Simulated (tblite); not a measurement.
C₅H₁₃OPS.
Cartesian coordinates in Å at the GFN2-xTB level; atoms count from 1:
```
atom  x, y, z in Å
C1    -1.848   -1.584    1.398
C2    -1.957   -0.239    0.697
P3    -0.273    0.456    0.415
C4    -0.544    2.050   -0.437
O5     0.522    0.565    1.646
C6     0.502   -0.638   -0.860
S7     1.955    0.175   -1.589
C8     3.122    0.041   -0.209
H9    -1.441   -2.339    0.727
H10   -1.182   -1.490    2.254
H11   -2.821   -1.922    1.747
H12   -2.469    0.482    1.341
H13   -2.508   -0.317   -0.241
H14    0.425    2.454   -0.725
H15   -1.011    2.727    0.276
H16   -1.171    1.939   -1.316
H17   -0.184   -0.831   -1.682
H18    0.818   -1.579   -0.406
H19    2.673    0.466    0.681
H20    3.376   -1.004   -0.056
H21    4.005    0.603   -0.496
```

Level: GFN2-xTB in tblite, geometry and Hessian alike; calculated harmonic values, unscaled, isolated species. The method is semi-empirical: single wavenumbers can be off by several per cent or more. One conformer, not necessarily the lowest.

Harmonic wavenumbers (cm⁻¹): 25.6, 62.3, 101.1, 126.3, 132.8, 143.8, 170.3, 190.4, 218.6, 233.9, 265.9, 279.2, 351.2, 406.2, 626.6, 679.7, 723.0, 738.6, 746.7, 752.2, 789.5, 841.6, 852.7, 947.3, 954.8, 973.0, 1006.2, 1056.0, 1076.0, 1138.9, 1215.5, 1248.9, 1260.4, 1312.2, 1317.5, 1378.6, 1406.2, 1418.3, 1427.8, 1436.9, 1440.6, 1445.1, 1493.1, 1495.7, 2943.2, 2953.9, 2980.4, 3001.3, 3006.9, 3009.9, 3021.8, 3023.0, 3026.7, 3032.3, 3040.7, 3057.1, 3067.1.

A = 2259, B = 882.3, C = 838.6 MHz; mass 152.042 u (most abundant isotopes); point group C1, symmetry number 1.

**Question.** What is the zero-point energy?

**Answer.** ½Σν̃ = 37536 cm⁻¹ = 449.03 kJ/mol.

**Question.** Give the ideal-gas entropy at 298.15 K and 1 bar in the rigid-rotor, harmonic-oscillator model (classical rotation).

**Answer.** Translation 171.52, rotation 124.03, vibration 165.77: S = 461.3 J/(mol K).

**Question.** And Cp and H(298.15 K) − H(0)?

**Answer.** Cp = 185.29 J/(mol K), of which vibrations give 152.03 (their classical limit is 57 R = 473.9); H(298.15 K) − H(0) = 34.81 kJ/mol without the zero-point energy, 24.89 from vibrations.

**Question.** Which modes carry the vibrational entropy at 298.15 K?

**Answer.** 25.6 cm⁻¹: 25.71; 62.3 cm⁻¹: 18.34; 101.1 cm⁻¹: 14.36; 126.3 cm⁻¹: 12.56; 132.8 cm⁻¹: 12.15; 143.8 cm⁻¹: 11.52 J/(mol K); the other 51 give 71.13 together.

**Question.** How do the functions run with temperature in this model?

**Answer.** 
```
 T (K)  S (J/(mol K))  Cp (J/(mol K))  H − H(0) (kJ/mol)  G − H(0) (kJ/mol)  ln q(vib)
    50          257.0            64.2               2.30             -10.55       0.97
   100          313.2            99.5               6.46             -24.86       2.73
373.15          506.4           217.3              49.92            -139.04      12.37
   500          576.8           264.7              80.60            -207.81      16.37
   750          697.9           332.0             155.80            -367.60      23.71
  1000          800.0           377.4             244.82            -555.17      30.39
```

q(vib) and H(0) count from the zero-point level.

Hindered rotation and anharmonicity are outside this model. Other conformers, if any are populated, would add a mixing term that is left out. The structure is chiral; the term R ln 2 for an equal mix with its mirror image is left out.
